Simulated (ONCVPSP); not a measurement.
## An all-electron radial function and its pseudo partner (Cl)

Columns: radius, all-electron u(r) and pseudo u(r) of the 3s shell (level -23.39 eV) of chlorine in the configuration [Ne] 3s2 3p4.75; PBE, scalar-relativistic, ONCV scheme, ONCVPSP 4.0.1.

```json
{"r (bohr)": "0.075", "all-electron": "0.1838", "pseudo": "0.0199"}
{"r (bohr)": "0.150", "all-electron": "-0.1267", "pseudo": "0.0427"}
{"r (bohr)": "0.225", "all-electron": "-0.3640", "pseudo": "0.0715"}
{"r (bohr)": "0.300", "all-electron": "-0.4388", "pseudo": "0.1095"}
{"r (bohr)": "0.375", "all-electron": "-0.3829", "pseudo": "0.1589"}
{"r (bohr)": "0.450", "all-electron": "-0.2467", "pseudo": "0.2200"}
{"r (bohr)": "0.525", "all-electron": "-0.0721", "pseudo": "0.2910"}
{"r (bohr)": "0.600", "all-electron": "0.1115", "pseudo": "0.3692"}
{"r (bohr)": "0.675", "all-electron": "0.2860", "pseudo": "0.4516"}
{"r (bohr)": "0.750", "all-electron": "0.4413", "pseudo": "0.5356"}
{"r (bohr)": "0.825", "all-electron": "0.5728", "pseudo": "0.6187"}
{"r (bohr)": "0.900", "all-electron": "0.6795", "pseudo": "0.6973"}
{"r (bohr)": "0.975", "all-electron": "0.7622", "pseudo": "0.7668"}
{"r (bohr)": "1.050", "all-electron": "0.8223", "pseudo": "0.8226"}
{"r (bohr)": "1.125", "all-electron": "0.8621", "pseudo": "0.8618"}
{"r (bohr)": "1.200", "all-electron": "0.8841", "pseudo": "0.8841"}
{"r (bohr)": "1.275", "all-electron": "0.8913", "pseudo": "0.8913"}
{"r (bohr)": "1.350", "all-electron": "0.8863", "pseudo": "0.8863"}
{"r (bohr)": "1.425", "all-electron": "0.8714", "pseudo": "0.8714"}
{"r (bohr)": "1.500", "all-electron": "0.8487", "pseudo": "0.8487"}
{"r (bohr)": "1.575", "all-electron": "0.8201", "pseudo": "0.8201"}
{"r (bohr)": "1.650", "all-electron": "0.7873", "pseudo": "0.7873"}
{"r (bohr)": "1.725", "all-electron": "0.7515", "pseudo": "0.7515"}
{"r (bohr)": "1.800", "all-electron": "0.7138", "pseudo": "0.7138"}
{"r (bohr)": "1.875", "all-electron": "0.6752", "pseudo": "0.6752"}
{"r (bohr)": "1.950", "all-electron": "0.6363", "pseudo": "0.6363"}
```

(1) How many radial nodes do the two functions have?

(2) At about which radius was the pseudo-wave matched?

(3) Is the pseudo-wave norm-conserving?

Results:

(1) The all-electron 3s function has n − l − 1 = 2; the pseudo-wave has 0, since the states of the same l below it are removed with the core.

(2) 1.30 bohr. The columns agree to 0.0005 from 1.05 bohr on; several derivatives are matched, so the curves merge somewhat inside the radius.

(3) Yes: the ONCV scheme keeps the norm inside the radius equal to the all-electron one, which fixes the energy derivative of the logarithmic derivative at the level.
